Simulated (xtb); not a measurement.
C2H6Be, triplet, at a GFN2-xTB geometry (such geometries of metal compounds can be far from the true shape) (a higher spin typed on purpose: for a closed-shell molecule this is an excited state). Base run: GFN0-xTB (xtb).

The xtb input:
```
$ xtb mol.xyz --gfn 0 --uhf 2 --json

# file mol.xyz
9

Be    -0.59151348     0.70898352    -0.63341171
C      1.13439908     0.00718795    -0.73541342
H      1.28983714    -0.98386020    -0.33761048
H      1.76817134     0.71261334    -0.21642873
H      1.35997484     0.01618799    -1.79336085
C     -0.94778829    -0.23317345     0.93651902
H     -1.24309839    -1.23320178     0.65224027
H     -1.78919833     0.28921990     1.37213089
H     -0.13929735    -0.28098028     1.65004216
```

Variants of this job, named by their change:

| change | ΔE vs base (kcal/mol) |
|---|---|
| base | 0.000 |
| acc = 0.0001 | 0.000 |
| etemp = 5000 | -5.07 |
| acc = 30 | 0.000 |
| etemp = 1000 | -0.006 |
| acc = 0.1 | 0.000 |
| etemp = 10000 | -25.22 |
